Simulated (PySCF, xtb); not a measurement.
Breaking a bond: HCl (cation, charge +1), doublet.

- UKS-B3LYP/6-31G* = unrestricted B3LYP/6-31G*, spherical d (PySCF 2.14.0)
- ROHF/cc-pVDZ (PySCF)
- GFN1-xTB (xtb)

Energies are in eV, each relative to the lowest point of its own curve near equilibrium.

| R / Å | UKS-B3LYP/6-31G* | ROHF | GFN1-xTB |
|---|---|---|---|
| 1.07 | 1.419 | 1.404 | 1.113 |
| 1.12 | 0.820 | 0.798 | 0.592 |
| 1.19 | 0.305 | 0.282 | 0.181 |
| 1.26 | 0.060 | 0.046 | 0.016 |
| 1.27 | 0.042 | 0.029 | 0.006 |
| 1.32 | 0.000 | 0.000 | 0.000 |
| 1.37 | 0.024 | 0.042 | 0.048 |
| 1.40 | 0.063 | 0.093 | 0.097 |
| 1.44 | 0.137 | 0.186 | 0.180 |
| 1.52 | 0.339 | 0.435 | 0.396 |
| 1.64 | 0.715 | 0.897 | 0.803 |
| 1.78 | 1.182 | 1.484 | 1.335 |
| 1.98 | 1.802 | 2.287 | 2.050 |
| 2.17 | 2.279 | 2.940 | 2.622 |
| 2.36 | 2.627 | 3.471 | 3.085 |
| 2.65 | 2.973 | 4.074 | 3.599 |
| 2.89 | 3.150 | 4.424 | 3.878 |
| 3.24 | 3.299 | 4.765 | — |
| 3.53 | 3.358 | 4.940 | — |
| 3.99 | 3.381 | 5.094 | — |
| 4.68 | 3.343 | 5.187 | — |
| 5.29 | 3.288 | 5.216 | — |

At the longest distance, 5.29 Å, ROHF lies highest above its minimum (5.216 eV) and UKS-B3LYP/6-31G* lowest (3.288 eV).

Dashes: no converged value, or the column stops at the first point that the program doubted or that broke a chosen test of continuity, which isn't proof of a fault.

The unrestricted determinant behind UKS-B3LYP/6-31G* is spin-contaminated at 2.17 to 5.29 Å (<S²> up to 1.3, against 0.75 for a pure doublet).
